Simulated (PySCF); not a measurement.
## A small calculation by hand: oscillator strength and radiative lifetime

SiHFBr2, SMILES F[SiH](Br)Br.

Geometry: TPSSh-D3(BJ)/def2-SVP. The structure was generated by enumeration, and PubChem lists no compound with its InChIKey, so it may never have been made.

TDA-PBE0/def2-SVPD in PySCF puts the first singlet state with f over 0.02 at 6.70 eV (vertical), with the transition dipole (0.000, 0.000, 0.511) in atomic units.

Q: Find the oscillator strength, the wavelength and the radiative lifetime that this transition would have in vacuum if emission retraced absorption.

A: 
|μ|² = 0.2611 au, so |μ| = 1.30 D. ΔE = 6.70/27.211 = 0.2462 hartree. f = (2/3) ΔE |μ|² = 0.043 (the program prints 0.043).
λ = 1239.84/6.70 = 185 nm; ν = 54039 cm⁻¹.
Einstein's coefficient A = 0.6670 ν² f s⁻¹ (ν in cm⁻¹) = 8.3e7 s⁻¹, so τ = 1/A = 12 ns. This state is S1. The figure is the radiative limit of this one transition; relaxation, internal conversion, crossing to triplets and a medium change what is measured.
